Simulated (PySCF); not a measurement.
Molecule: In(F)(Br)(NH2), H2BrFInN, SMILES [NH2][In]([F])[Br]. Atoms near the plane z = 0.0 Å, at the B3LYP/def2-SVP optimised geometry (x, y, z in Å): In1 (0.0, 0.2, 0.0), F2 (1.9, 0.2, 0.0), Br3 (-1.1, 2.4, 0.0), N4 (-1.0, -1.6, -0.2), H5 (-1.9, -1.6, 0.1), H6 (-0.5, -2.4, 0.1).

Calculation: PySCF with B3LYP/def2-TZVP, def2 effective core potentials past Kr. The core electrons that the potentials of In replace are not part of the density. Cells within 0.4 Å of a nucleus heavier than hydrogen are left out (blank, or x). The values are rescaled to run from 0 to 1.

```
|222222222222222222222222222|
|222222222222222222222222222|
|222222222333322222222222222|
|222222223344332222222222222|
|222222223344433222222222222|
|2222222222x4433222222222222|
|222222111xxx332222222222222|
|2222221101x2222222222222222|
|222222110001122222222222222|
|222222111001122222222222222|
|222222211112222222222222222|
|222222222222311222233222222|
|222222222233xx1221xx4322222|
|222222222333xxx321xx3222222|
|222222223333113321112222222|
|222222223444433322222222222|
|222222223566543322222222222|
|2222222236x9533322222222222|
|2222222224x8433222222222222|
|222222221123332222222222222|
|222222221112222222222222222|
|222222221112222222222222222|
|222222222222222222222222222|
|222222222222222222222222222|
|222222222222222222222222222|
|222222222222222222222222222|
|222222222222222222222222222|
```
Scale: ten equal steps from 0.000 (start of '0') to 1.00 (end of '9'), in the order '0123456789'; x runs from -4.50 to 4.50, y from -4.50 (bottom) to 4.50 (top).

**Question.** Which quantity is mapped?
A) Laplacian of the electron density
B) deformation density (molecule minus spherical neutral atoms)
C) electron localisation function
D) an orbital amplitude

**Answer.** D, an orbital amplitude. In full: HOMO amplitude (bohr^(-3/2)).
